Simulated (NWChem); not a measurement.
Si₄H₈O; SMILES [SiH3][Si@@H]1O[SiH2][SiH2]1

```xyz
13

Si    -0.0422    -2.5841    -0.3975
Si    -0.0118    -0.5354     0.7457
O     -1.3467     0.4316     0.3107
Si    -0.7731     1.8780    -0.3636
Si     1.4540     1.1418    -0.0607
H      1.1710    -3.3709    -0.0113
H     -0.0076    -2.3386    -1.8722
H     -1.2634    -3.3809    -0.0663
H      0.0142    -0.7593     2.2254
H     -1.2524     2.0420    -1.7684
H     -1.2162     3.0584     0.4368
H      2.2418     0.8216    -1.2897
H      2.3087     1.8695     0.9254
```
Atoms are numbered in this order, from 1.

Program: NWChem. Structure relaxed at the PBE0/def2-SVP level. Hybrids' shares of exact exchange are those that their runs print; pure functionals count as 0. The functionals differ in more than this share.

```
row               share of exact exchange  orbital gap (eV)
----------------  -----------------------  ----------------
PBE/def2-TZVP                        0.00              4.27
BLYP/def2-TZVP                       0.00              4.32
B3LYP/def2-TZVP                      0.20              5.74
PBE0/def2-TZVP                       0.25              6.06
PW6B95/def2-TZVP                     0.28          withheld
```

### Question
Fit a straight line of the last column on the one before it, predict the withheld value, and compare with the run.

### Answer

1. Means of the 4 shown rows: x = 0.113, y = 5.098. Slope Σ(x − x̄)(y − ȳ)/Σ(x − x̄)² = 0.3691/0.05188 = 7.116; intercept 4.297.
2. The shown rows scatter about the line by 0.022 (root mean square); the largest residual is -0.03, at PBE/def2-TZVP.
3. At x = 0.28 (PW6B95/def2-TZVP; beyond the shown range) the line gives 6.29.
4. The run gives 6.13, -0.16 from the line, 7.3 times the scatter.
